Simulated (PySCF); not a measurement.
Compound: C7H7F3O.
Bonds: C1–C2 (double), C2–C3, C3–C4, C4–C5 (double), C4–C6, C6–O7 (double), C6–C8, C8–F9, C8–F10, C8–F11. Hydrogens: H12, H13 on C1; H14 on C2; H15, H16 on C3; H17, H18 on C5.

The same species was optimised twice, with GFN2-xTB and with PBE0-D3(BJ)/def2-SVP (PySCF), and the same property calculations (PySCF, gas phase) were run on both structures.

```
     coordinate  GFN2-xTB  PBE0-D3(BJ)/def2-SVP  change
      C1=C2 (Å)     1.319                 1.333  +0.014
      C4–C6 (Å)     1.470                 1.483  +0.013
     C8–F11 (Å)     1.330                 1.319  -0.011
      C6–C8 (Å)     1.561                 1.550  -0.011
     C8–F10 (Å)     1.344                 1.336  -0.008
      C4=C5 (Å)     1.335                 1.343  +0.008
      C8–F9 (Å)     1.344                 1.336  -0.008
      C2–C3 (Å)     1.495                 1.493  -0.002
      C6=O7 (Å)     1.203                 1.205  +0.002
      C3–C4 (Å)     1.508                 1.508   0.000
   C4–C6–C8 (°)     116.7                 119.3    +2.6
   C4–C6–O7 (°)     125.2                 122.7    -2.5
  C6–C8–F10 (°)     112.3                 110.9    -1.4
   C6–C8–F9 (°)     112.0                 110.8    -1.2
  F9–C8–F11 (°)     107.2                 108.4    +1.2
 F10–C8–F11 (°)     107.1                 108.3    +1.2
  F9–C8–F10 (°)     106.8                 107.8    +1.0
   C2–C3–C4 (°)     113.4                 114.3    +0.9
C1–C2–C3–C4 (°)      -121                  -116      +5
C2–C3–C4–C5 (°)        21                    19      -2
C3–C4–C6–O7 (°)        10                     1      -9
C4–C6–C8–F9 (°)        54                    60      +6
```

Rotational constants: A = 2506, B = 576.8, C = 521.4 MHz (GFN2-xTB) against A = 2527, B = 572.5, C = 518.0 MHz (PBE0-D3(BJ)/def2-SVP). Point groups within 0.08 Å: C1 and C1.

On the GFN2-xTB structure: HOMO (eV) -7.88 [PBE0/pcSseg-1]; LUMO (eV) -2.50 [PBE0/pcSseg-1]; dipole (D) 3.28 [PBE0/pcSseg-1]; GIAO shielding of C1 (ppm) 59.9 [PBE0/pcSseg-1]; GIAO shielding of C2 (ppm) 42.9 [PBE0/pcSseg-1]; GIAO shielding of C3 (ppm) 148.2 [PBE0/pcSseg-1]; GIAO shielding of C4 (ppm) 38.4 [PBE0/pcSseg-1]; GIAO shielding of C5 (ppm) 42.5 [PBE0/pcSseg-1]; GIAO shielding of C6 (ppm) -0.8 [PBE0/pcSseg-1]; GIAO shielding of O7 (ppm) -312.6 [PBE0/pcSseg-1]; GIAO shielding of C8 (ppm) 60.6 [PBE0/pcSseg-1].

Problem. What do these properties become on the PBE0-D3(BJ)/def2-SVP structure?

Solution. 
| property | level | on GFN2-xTB | on PBE0-D3(BJ)/def2-SVP | change |
| --- | --- | --- | --- | --- |
| HOMO (eV) | PBE0/pcSseg-1 | -7.88 | -7.83 | +0.05 |
| LUMO (eV) | PBE0/pcSseg-1 | -2.50 | -2.41 | +0.09 |
| dipole (D) | PBE0/pcSseg-1 | 3.28 | 3.09 | -0.19 |
| energy, GFN2-xTB geometry as zero (kcal/mol) | PBE0/pcSseg-1 | 0.0 | -1.1 | -1.1 |
| GIAO shielding of C1 (ppm) | PBE0/pcSseg-1 | 59.9 | 55.6 | -4.3 |
| GIAO shielding of C2 (ppm) | PBE0/pcSseg-1 | 42.9 | 40.9 | -2.0 |
| GIAO shielding of C3 (ppm) | PBE0/pcSseg-1 | 148.2 | 147.3 | -0.9 |
| GIAO shielding of C4 (ppm) | PBE0/pcSseg-1 | 38.4 | 36.0 | -2.4 |
| GIAO shielding of C5 (ppm) | PBE0/pcSseg-1 | 42.5 | 41.2 | -1.3 |
| GIAO shielding of C6 (ppm) | PBE0/pcSseg-1 | -0.8 | -2.8 | -2.0 |
| GIAO shielding of O7 (ppm) | PBE0/pcSseg-1 | -312.6 | -319.3 | -6.7 |
| GIAO shielding of C8 (ppm) | PBE0/pcSseg-1 | 60.6 | 63.1 | +2.5 |

The heavy atoms differ by 0.094 Å rms after alignment. Among bonds between heavy atoms C1=C2 and C4–C6 change most and about equally (+0.013 to +0.014 Å). Changes are differences of the printed values. Neither structure is proved a minimum here.

The values belong to the conformer `[CH2:1]=[CH:2][CH2:3][C:4](=[CH2:5])[C:6](=[O:7])[C:8]([F:9])([F:10])[F:11]`: C1–C2–C3–C4 -116°, C2–C3–C4–C5 19°, C3–C4–C6–O7 1°, C4–C6–C8–F9 60°.
